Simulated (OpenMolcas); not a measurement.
Zr3+ (d1) among equal point charges was computed by CASSCF with the d shell active (OpenMolcas, ANO-RCC-VTZP on the metal). Its lowest spin-free states, and all those of the highest spin:

```
2S+1  Degeneracy  E (cm-1)
   2           2       0.0
   2           3      2467
```

Q: Is the site octahedral, tetrahedral or cube-like, axial, or of lower symmetry?

A: The states with 2S+1 = 2 have orbital degeneracies 2, 3. Threefold states need a cubic site. For d1 at this spin an octahedron puts the threefold T2 below the twofold E and a tetrahedron or cube puts the twofold E below the threefold T2, so the site is a tetrahedron or a cube, which this pattern cannot tell apart. The first gap at this spin, 2470 cm-1, is |10Dq| in ligand-field theory. The run had Zr3+ among 4 point charges of -2 e arranged as a tetrahedron (Td), 2.2 Å from the ion.

An orbital doublet at a regular site is open to a Jahn-Teller distortion, which this geometry leaves out. The ground term spreads over less than 5000 cm-1, several times less than with real ligands, so orbital moments are less quenched and χT lies further from the spin-only value than at real sites. Point charges carry no covalency, so the field is a model and not that of real ligands. No measured value stands beside these numbers.
